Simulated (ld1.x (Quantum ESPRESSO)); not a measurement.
**Transferability test, ultrasoft potential for In**

* Element: In
* Generator: ld1.x (Quantum ESPRESSO) 7.5
* Type: ultrasoft
* Functional: PBE
* Relativity: scalar-relativistic
* Frozen core: [Kr]
* Valence charge: 13
* Reference configuration: 4d10 5s2 5p1
* Partial waves: 5s (bound): rcut 1.90, rcutus 2.10 bohr; 5s channel at 3.4 Ry: rcut 1.90, rcutus 2.10 bohr; 5p (bound): rcut 3.05, rcutus 3.55 bohr; 5p channel at 0.15 Ry: rcut 3.05, rcutus 3.55 bohr; 4d (bound): rcut 0.90, rcutus 1.15 bohr; 4d channel at -0.6 Ry: rcut 0.90, rcutus 1.15 bohr
* Local potential: all-electron potential smoothed inside 0.90 bohr (lloc = -1)
* Core correction: Bessel-smoothed model core, default radius (core density twice the valence density)
* Augmentation charge: PSQ, inside the norm-conserving radii

Energies are relative to the spin-unpolarised reference configuration 4d10 5s2 5p1; without spin polarisation the order of configurations can differ from experiment.

Its overlap operator is not positive definite in a basis up to 400 Ry (lowest eigenvalue p -0.0049), so the file is unfit for use: the generalised eigenproblem breaks down once the basis is large enough, and its test numbers describe a broken file.

| valence configuration | charge | ΔE all-electron (eV) | error AE − PS (meV) |
| --- | --- | --- | --- |
| 4d10 5s2 5p0 | +1 | 5.363 | -5.4 |
| 4d10 5s1 5p0 | +2 | 24.598 | -17 |
| 4d10 5s0 5p0 | +3 | 52.918 | -43 |
| 4d10 5s2 5p1.3 | -0.3 | -0.532 | 0.0 |
| 4d10 5s0 5p3 | 0 | 11.947 | -13 |
| 4d10 5s1 5p2 | 0 | 5.841 | -3.0 |
| 4d10 5s2 5p0.5 | +0.5 | 1.940 | -1.1 |

Levels in the configuration 4d10 5s2 5p1.3:

```
level  all-electron (eV)  pseudo (eV)
   4d            -16.837      -16.842
   5s             -6.538       -6.538
   5p             -1.062       -1.062
```

Note: ghost state, extra bound levels that the all-electron valence spectrum of the same l lacks: s at -625.7 eV (p not tested). A true bound ghost makes a file unfit for plane-wave use.
